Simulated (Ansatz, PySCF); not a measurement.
Gas-phase reaction (SMILES): CC[SiH3] [ethylsilane] + 2 [H][H] (H2) -> 2 C (CH4) + [SiH4] (SiH4); energy of full hydrogenation.

Each molecule is optimised on its own at B3LYP-D3(BJ)/def2-TZVP (Ansatz, a first-principles code). Cores are frozen in the correlated levels unless marked. Spin-orbit coupling is left out. No relativistic terms. Basis-set limits of correlation are two-point, X^-3; Hartree-Fock from the larger set. Thermal terms are rigid-rotor harmonic-oscillator values from B3LYP-D3(BJ) frequencies (PySCF) at 298.15 K and 1 atm. 1 Eh = 627.5095 kcal/mol.

```
species        E, CCSD(T)/CBS(cc-pV(T+d)Z,cc-pV(Q+d)Z) (Ansatz) (Eh)  E, PBE0-D4/def2-TZVPD (Ansatz + dftd4) (Eh)  H - E (Eh)  G - E (Eh)
-------------  -----------------------------------------------------  -------------------------------------------  ----------  ----------
CC[SiH3]                                                  -369.98484                                   -370.32990     0.09612     0.06233
[H][H] (H2)                                                 -1.17450                                     -1.16831     0.01336    -0.00144
C (CH4)                                                    -40.45816                                    -40.47492     0.04840     0.02728
[SiH4] (SiH4)                                             -291.45815                                   -291.75741     0.03520     0.01198
```

Task: Work out ΔE and ΔH, ΔG, ΔS and the equilibrium constant at 298.15 K at the first level, then ΔH at the second.

Result: 
1. ΔE = [2×(-40.45816) + (-291.45815)] - [(-369.98484) + 2×(-1.17450)] = -0.04063 Eh = -25.5 kcal/mol at CCSD(T)/CBS(cc-pV(T+d)Z,cc-pV(Q+d)Z).
2. The terms H - E add up to 0.00916 Eh, so ΔH = (-0.04063 + (0.00916))×627.5095 = -19.7 kcal/mol.
3. The terms G - E add up to 0.00709 Eh, so ΔG = -21.0 kcal/mol, and ΔS = (0.00916 - (0.00709))×627509.5/298.15 = 4.4 cal/(mol K).
4. log10 K = -ΔG/(RT ln 10) = 15.4, with RT ln 10 = 1.3642 kcal/mol.
5. At PBE0-D4/def2-TZVPD the same steps give ΔE = -25.6 and ΔH = -19.8 kcal/mol, a shift of -0.1 from the first level.
6. These values are not checked against measurement here, since the tables used lack a sound gas-phase enthalpy of formation for at least one species.
